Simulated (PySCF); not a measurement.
# AsH₂ at several levels of theory

All levels use the PBE0 minimum (doublet; As–H 1.526 Å (×2); H–As–H 90.7°), basis [As def2-TZVP, H def2-TZVP], no relativity, density fitting, no spin–orbit coupling, PySCF. For vertical energies the ionised species is a singlet (spins chosen at PBE0 and kept) and the electron-attached one a singlet. Atomisation goes to high-spin ground-configuration atoms, without zero-point energy. Open shells are unrestricted, also as the reference of the correlated levels. A dash marks a value that was not computed or is not defined at that level.

Z-matrix (Å, degrees; charge 0 multiplicity 2):
```
As
H  1 1.5264
H  1 1.5264 2 90.71
```

| level | atomisation (kJ/mol) | vertical IP (eV) | vertical EA (eV) | −ε(HOMO) (eV) | dipole (D) |
| --- | --- | --- | --- | --- | --- |
| PBE0 | ? | ? | ? | ? | ? |
| CCSD(T) | ? | ? | ? | – | – |
| HF | 389 | 8.94 | -0.19 | 9.71 | 0.32 |
| PBE | 588 | 9.46 | 0.81 | 5.68 | 0.25 |
| r2SCAN | 594 | 9.71 | 0.82 | 6.13 | 0.32 |
| B3LYP | 604 | 9.49 | 0.86 | 6.51 | 0.20 |
| TPSSh | 610 | 9.51 | 0.83 | 6.27 | 0.26 |
| MP2 | 522 | 9.38 | 0.72 | – | – |
| B97-3 | 587 | 9.35 | 0.80 | 6.78 | 0.27 |
| PBEsol | 616 | 9.47 | 0.85 | 5.66 | 0.31 |

Task: Fill in the row of CCSD(T).

Result: atomisation (kJ/mol) 555, vertical IP (eV) 9.36, vertical EA (eV) 0.71.

Task: Fill in the row of PBE0.

Result: atomisation (kJ/mol) 579, vertical IP (eV) 9.53, vertical EA (eV) 0.81, −ε(HOMO) (eV) 6.86, dipole (D) 0.30.

For AsH₂ itself CCSD(T) correlates 17 electrons; T1 = 0.011, D1 = 0.035, (T) = -21 kJ/mol.

Without diffuse functions attachment energies tend to come out too low.
